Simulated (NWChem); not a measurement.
# NbNH2OF2; SMILES [NH2][Nb](=[O])([F])[F]

```xyz
7

Nb     0.0490     0.0304     0.0000
O      1.6984    -0.4215     0.0000
F     -0.3802     1.0168     1.5535
F     -0.3802     1.0168    -1.5535
N     -0.9069    -1.6844     0.0000
H     -0.4741    -2.6141     0.0000
H     -1.9307    -1.7726     0.0000
```
Atoms are numbered in this order, from 1.

Computed with NWChem. Geometry: optimised at PBE-D3(BJ)/def2-SVP. def2 effective core potentials on Nb; no spin-orbit coupling. Vertical excitations in the gas phase.

### Question
What does the run give for B3LYP/def2-SVP, full TDDFT? Quantities: lowest excitation, singlet (eV); oscillator strength of that lowest state; lowest state with f > 0.02, singlet (eV); orbital gap (eV).

### Answer
* **lowest excitation, singlet (eV)**: 5.07
* **oscillator strength of that lowest state**: 0.006
* **lowest state with f > 0.02, singlet (eV)**: 6.23
* **orbital gap (eV)**: 6.43
